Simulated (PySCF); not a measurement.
Spectrum to structure. The calculation used PySCF 2.14.0, density-fitted response routines, TDDFT CAM-B3LYP/def2-SVPD, vertical, gas phase, core orbitals frozen in the response. Geometries: GFN2-xTB, one conformer each.

```csv
state,ν̃ (cm⁻¹),f,"main configurations (H = HOMO, L = LUMO)"
S1,46490,0.0012,"H-1→L+3 (18%), H→L+3 (16%), H-1→L (10%)"
S2,52230,0.049,"H-1→L (47%), H→L (25%), H-3→L (18%)"
S3,56410,0.0061,"H-1→L+1 (38%), H→L+1 (35%), H-1→L+2 (11%)"
S4,57560,0.384,"H→L (32%), H-2→L (20%), H-3→L (19%)"
S5,58160,0.059,"H→L (19%), H-1→L (16%), H-3→L (13%)"
S6,59400,0.021,"H→L+1 (28%), H-1→L+1 (20%), H-3→L (16%)"
S7,60670,0.030,"H→L+2 (29%), H-2→L+1 (26%), H-3→L (16%)"
S8,62330,0.122,"H→L+4 (15%), H-1→L+3 (15%), H→L+3 (12%)"
```

Question: Which structure fits?
A. `[SiH3]O[SiH]1CCC1`
B. `[O-][N+]1=CC=CC=C1`
C. `C=C([SiH3])CNC=O`

Answer: C. Its S1 lies at 5.76 eV; the nearest of the others has S1 at 6.97 eV. S1 is HOMO-1→LUMO+3 (18%), HOMO→LUMO+3 (16%), HOMO-1→LUMO (10%). Löwdin shares by element: HOMO carbon 32% or more, oxygen 31%, nitrogen 14% (atoms not listed hold the other 23%); LUMO carbon 59% or more, silicon 7%, hydrogen 6% or more (atoms not listed hold the other 28%). At the same level the other candidates give, for their lowest levels:
- `[O-][n+]1ccccc1`: 4.48 eV (f 0.000); 4.50 eV (f 0.019); 4.87 eV (f 0.236); 5.69 eV (f 0.000); 6.24 eV (f 0.003); T1 2.68 eV; HOMO -7.67, LUMO -0.30 eV
- `[SiH3]O[SiH]1CCC1`: 6.97 eV (f 0.000); 7.14 eV (f 0.003); 7.31 eV (f 0.020); 7.55 eV (f 0.017); 7.58 eV (f 0.027); T1 6.72 eV; HOMO -8.95, LUMO 0.92 eV

The values belong to the conformer `[CH2:1]=[C:2]([SiH3:3])[CH2:4][NH:5][CH:6]=[O:7]`: C1–C2–C4–N5 122°, C2–C4–N5–C6 103°, C4–N5–C6–O7 3°.
Triplets come from the Tamm–Dancoff approximation.

Without π bonds the low states are Rydberg-like; a valence basis with one diffuse set may place them up to an eV too high.
